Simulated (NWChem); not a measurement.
System: CH$_{4}$GeO$_{2}$; SMILES O=[C](O)[GeH3]

Here is an NWChem input.

```
start job
memory heap 200 mb stack 900 mb global 1100 mb
geometry units angstroms noautoz
  O      1.083812    -1.700322    -0.000104
  C      0.078598    -1.029738    -0.000443
  O     -1.165869    -1.571254     0.000116
  Ge     0.003309     0.974918    -0.000473
  H     -1.048015    -2.544663     0.001001
  H     -0.761509     1.448099    -1.254435
  H      1.454970     1.485293    -0.014742
  H     -0.735647     1.447034     1.269330
end
basis spherical
  * library def2-tzvp
end
dft
  xc xpbe96 cpbe96
  iterations 150
  mulliken
end
task dft energy
```

Output (shortened):

```
             Northwest Computational Chemistry Package (NWChem) 7.3.0
             --------------------------------------------------------

 C1  symmetry detected

                             Geometry "geometry" -> ""
                             -------------------------

 Output coordinates in angstroms (scale by  1.889725989 to convert to a.u.)

  No.       Tag          Charge          X              Y              Z
 ---- ---------------- ---------- -------------- -------------- --------------
    1 O                    8.0000     1.12734782    -1.69678032     0.00004267
    2 C                    6.0000     0.11303129    -1.04004594    -0.00031887
    3 O                    8.0000    -1.12389177    -1.59857907    -0.00001742
    4 Ge                  32.0000     0.01025530     0.96338889    -0.00002337
    5 H                    1.0000    -0.99269856    -2.57028028     0.00072043
    6 H                    1.0000    -0.76081522     1.42624804    -1.25400869
    7 H                    1.0000     1.45478178     1.49362795    -0.01401225
    8 H                    1.0000    -0.73527367     1.42511073     1.26975954

 Effective nuclear repulsion energy (a.u.)     257.5456708797

  pbe96 is a nonlocal functional; adding pw91lda local functional.

                                 NWChem DFT Module
                                 -----------------

 Summary of "ao basis" -> "ao basis" (spherical)
 ------------------------------------------------------------------------------
       Tag                 Description            Shells   Functions and Types
 ---------------- ------------------------------  ------  ---------------------
 O                         def2-tzvp                11       31   5s3p2d1f
 C                         def2-tzvp                11       31   5s3p2d1f
 Ge                        def2-tzvp                16       48   6s5p4d1f
 H                         def2-tzvp                 4        6   3s1p

            General Information
            -------------------
          SCF calculation type: DFT
          Wavefunction type:  closed shell.
          No. of atoms     :     8
          No. of electrons :    58
           Alpha electrons :    29
            Beta electrons :    29
          Charge           :     0
          Spin multiplicity:     1
          Use of symmetry is: off; symmetry adaption is: off
          Maximum number of iterations: 150
          AO basis - number of functions:   165
                     number of shells:    65
          Convergence on energy requested:  1.00D-06
          Convergence on density requested:  1.00D-05
          Convergence on gradient requested:  5.00D-04

              XC Information
              --------------
          PerdewBurkeErnzerhof Exchange Functional  1.000
            Perdew 1991 LDA Correlation Functional  1.000 local
           PerdewBurkeErnz. Correlation Functional  1.000 non-local

             Grid Information
             ----------------
          Grid used for XC integration:  medium
          Radial quadrature: Mura-Knowles
          Angular quadrature: Lebedev.
          Tag              B.-S. Rad. Rad. Pts. Rad. Cut. Ang. Pts.
          ---              ---------- --------- --------- ---------
          O                   0.60       49          11.0       434
          C                   0.70       49          10.0       434
          Ge                  1.25      112          11.0       590
          H                   0.35       45          12.0       434
          Grid pruning is: on
          Number of quadrature shells:   439
          Spatial weights used:  Erf1

      Superposition of Atomic Density Guess
      -------------------------------------

 Sum of atomic energies:       -2264.54524185

      Non-variational initial energy
      ------------------------------

 Total energy =   -2265.987953
 1-e energy   =   -3666.687312
 2-e energy   =    1143.153688
 HOMO         =      -0.332552
 LUMO         =       0.001487

     ---------------------------------------------
      Total Density - Mulliken Population Analysis
     ---------------------------------------------

    Atom       Charge   Shell Charges
 -----------   ------   -------------------------------------------------------
    1 O    8     8.76   0.79  1.18  0.62  0.96  0.28  2.02  2.11  0.79  0.00  0.02  0.00
    2 C    6     5.24   0.86  1.12  0.52  0.64  0.10  0.86  0.81  0.14  0.05  0.12  0.02
    3 O    8     8.59   0.79  1.18  0.60  0.95  0.24  1.93  2.11  0.78  0.00  0.02  0.00
    4 Ge  32    31.76   2.00  2.00  1.16  0.80  0.80  0.63  5.98  4.43  1.57  1.30  0.98  8.89  1.11  0.02  0.07  0.01
    5 H    1     0.58   0.19  0.26  0.08  0.04
    6 H    1     1.02   0.22  0.54  0.26  0.01
    7 H    1     1.02   0.22  0.54  0.26  0.01
    8 H    1     1.02   0.22  0.53  0.26  0.01

   convergence    iter        energy       DeltaE   RMS-Dens  Diis-err
 ---------------- ----- ----------------- --------- --------- ---------
 d= 0,ls=0.0,diis     1  -2267.3654650776 -2.52D+03  1.08D-02  1.91D+00
 d= 0,ls=0.0,diis     2  -2266.5770768896  7.88D-01  9.31D-03  9.42D+00
 d= 0,ls=0.0,diis     3  -2267.4488291259 -8.72D-01  3.24D-03  7.91D-01
 d= 0,ls=0.0,diis     4  -2267.4868812740 -3.81D-02  1.40D-03  3.94D-01
 d= 0,ls=0.0,diis     5  -2267.5214128924 -3.45D-02  2.32D-04  8.21D-03
  Resetting Diis
 d= 0,ls=0.0,diis     6  -2267.5219554970 -5.43D-04  1.07D-04  7.55D-04
 d= 0,ls=0.0,diis     7  -2267.5219932104 -3.77D-05  9.48D-05  7.54D-05
 d= 0,ls=0.0,diis     8  -2267.5219758627  1.73D-05  5.84D-05  2.84D-04
 d= 0,ls=0.0,diis     9  -2267.5219996758 -2.38D-05  1.32D-05  2.36D-05
 d= 0,ls=0.0,diis    10  -2267.5220017666 -2.09D-06  3.36D-06  1.49D-06
 d= 0,ls=0.0,diis    11  -2267.5220019185 -1.52D-07  2.81D-07  4.46D-09

[...]
```

Level: PBE/def2-TZVP. Geometry: optimised at B3LYP/6-31G* (spherical d).
